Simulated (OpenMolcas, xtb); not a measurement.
**[SiCl3]+ (SMILES Cl[Si+](Cl)Cl): methods side by side**

[SiCl3]+: 4 atoms, total charge +1, spin state singlet. SMILES: `Cl[Si+](Cl)Cl`. The coordinates come from a PBE0-D4/def2-TZVP relaxation.

Each level gives the vertical energy of the triplet above the singlet (eV). The values are calculated.

```csv
level,kind,program,value (eV),CPU time (all runs)
GFN0-xTB,semi-empirical,xtb,4.47,under 2 s
HF/aug-cc-pVDZ,Hartree–Fock,OpenMolcas,6.55,86 s
SVWN5/aug-cc-pVDZ,LDA,OpenMolcas,4.99,84 s
PBE/aug-cc-pVDZ,GGA,OpenMolcas,4.90,1.9 min
TPSS/aug-cc-pVDZ,meta-GGA,OpenMolcas,4.96,3 min
r2SCAN/aug-cc-pVDZ,meta-GGA,OpenMolcas,5.09,2.7 min
M06-2X/aug-cc-pVDZ,hybrid meta-GGA,OpenMolcas,5.77,2.3 min
```

The values span 4.47 to 6.55 eV. The xTB rows lack spin polarisation, so open shells miss the exchange term that lowers them. CPU times are rough (shared hosts, several kinds of processor): they show what a rung costs within a factor of a few.
